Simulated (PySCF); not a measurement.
# Ionisation energy of Hf⁴³⁺ by level of theory

Hf⁴³⁺ [Ar] 3d10 4s1 [4s1/2^1, M_J = 1/2] → Hf⁴⁴⁺ [Ar] 3d10, as a difference of total energies. All numbers are calculated (PySCF 2.14, the two-component X2C-1e Hamiltonian, in an even-tempered Gaussian basis (16 s from 5.5 bohr⁻², ratio 2.8; 13 p from 7.2 bohr⁻², ratio 2.8; 8 d from 13 bohr⁻², ratio 2.8; 4 f from 29 bohr⁻², ratio 3)). Correlated levels: [Ne] frozen; the 72 highest virtual spinors dropped. "Screened" scales the spin-orbit matrix elements by Boettger's factors to mimic the two-electron term; Breit and QED terms are absent.

```csv
method,ionisation energy (eV)
GHF (spin-free),2204.4
GMP2 (spin-free),2205.6
GHF (screened spin-orbit),2204.1
GMP2 (screened spin-orbit),2205.4
```

Breit and QED terms and the two-electron picture change are absent.

For comparison: 2218.9 ± 1.1 eV (semi-empirical (NIST evaluation); NIST Atomic Spectra Database, ionization energies).
